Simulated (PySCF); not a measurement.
## Steps of a relaxation of [Ta(NH2)4]+

[Ta(NH2)4]+ (singlet; a saddle point, relaxed within its symmetry). PySCF 2.14.0, RKS BP86, Ta def2-SVP with ECP60, N def2-SVP, H def2-SVP; non-relativistic Hamiltonian with scalar-relativistic core potentials where named; density fitting; no spin-orbit coupling. Origin of the start: template. Columns: position (Å) and force (eV/Å). Energies are counted from the last step; some of the 7 steps are shown. Forces carry noise of the integration grid, about 0.01 to 0.03 eV/Å.

Run from Python with OMP_NUM_THREADS=2. Where DIIS fails, smearing, a level shift and second-order steps follow.
It took 9.5 min on 2 threads of Arm Neoverse V1 (shared host), from the converged density of the start.

```xyz
13
step 0  E = 1.674 eV
Ta    0.0000    0.0000    0.0000     0.00    0.00    0.00
N     1.9440    0.0000    0.0000     1.46    0.00    0.00
H     2.5340    0.0000    0.8300     0.81    0.00    0.29
H     2.5340    0.0000   -0.8300     0.81    0.00   -0.29
N     0.0000    1.9440    0.0000     0.00    1.46    0.00
H     0.0000    2.5340    0.8300     0.00    0.81    0.29
H     0.0000    2.5340   -0.8300     0.00    0.81   -0.29
N    -1.9440    0.0000    0.0000    -1.46    0.00    0.00
H    -2.5340    0.0000    0.8300    -0.81    0.00    0.29
H    -2.5340    0.0000   -0.8300    -0.81    0.00   -0.29
N     0.0000   -1.9440    0.0000     0.00   -1.46    0.00
H     0.0000   -2.5340    0.8300     0.00   -0.81    0.29
H     0.0000   -2.5340   -0.8300     0.00   -0.81   -0.29
```

```xyz
13
step 2  E = 0.026 eV
Ta    0.0000    0.0000    0.0000     0.00    0.00    0.00
N     2.0886    0.0000    0.0000    -0.25    0.00    0.00
H     2.6761    0.0000    0.8576     0.08    0.00   -0.23
H     2.6761    0.0000   -0.8576     0.08    0.00    0.23
N     0.0000    2.0886    0.0000     0.00   -0.25    0.00
H     0.0000    2.6761    0.8576     0.00    0.08   -0.23
H     0.0000    2.6761   -0.8576     0.00    0.08    0.23
N    -2.0886    0.0000    0.0000     0.25    0.00    0.00
H    -2.6761    0.0000    0.8576    -0.08    0.00   -0.23
H    -2.6761    0.0000   -0.8576    -0.08    0.00    0.23
N     0.0000   -2.0886    0.0000     0.00    0.25    0.00
H     0.0000   -2.6761    0.8576     0.00   -0.08   -0.23
H     0.0000   -2.6761   -0.8576     0.00   -0.08    0.23
```

```xyz
13
step 4  E = 0.001 eV
Ta    0.0000    0.0000    0.0000     0.00    0.00    0.00
N     2.0791    0.0000    0.0000    -0.05    0.00    0.00
H     2.6838    0.0000    0.8406     0.06    0.00    0.02
H     2.6838    0.0000   -0.8406     0.06    0.00   -0.02
N     0.0000    2.0791    0.0000     0.00   -0.05    0.00
H     0.0000    2.6838    0.8406     0.00    0.06    0.02
H     0.0000    2.6838   -0.8406     0.00    0.06   -0.02
N    -2.0791    0.0000    0.0000     0.05    0.00    0.00
H    -2.6838    0.0000    0.8406    -0.06    0.00    0.02
H    -2.6838    0.0000   -0.8406    -0.06    0.00   -0.02
N     0.0000   -2.0791    0.0000     0.00    0.05    0.00
H     0.0000   -2.6838    0.8406     0.00   -0.06    0.02
H     0.0000   -2.6838   -0.8406     0.00   -0.06   -0.02
```

Problem. Where does the relaxation end?

Solution. It converges at step 6 in D4h:
```xyz
13
step 6  E = 0
Ta    0.0000    0.0000    0.0000
N     2.0817    0.0000    0.0000
H     2.6912    0.0000    0.8388
H     2.6912    0.0000   -0.8388
N     0.0000    2.0817    0.0000
H     0.0000    2.6912    0.8388
H     0.0000    2.6912   -0.8388
N    -2.0817    0.0000    0.0000
H    -2.6912    0.0000    0.8388
H    -2.6912    0.0000   -0.8388
N     0.0000   -2.0817    0.0000
H     0.0000   -2.6912    0.8388
H     0.0000   -2.6912   -0.8388
```

Problem. How did the contacts change?

Solution. 
```tsv
contact	start (Å)	end (Å)
Ta1–N2 (NH2)	1.944	2.082
Ta1–N5 (NH2)	1.944	2.082
Ta1–N8 (NH2)	1.944	2.082
Ta1–N11 (NH2)	1.944	2.082
```
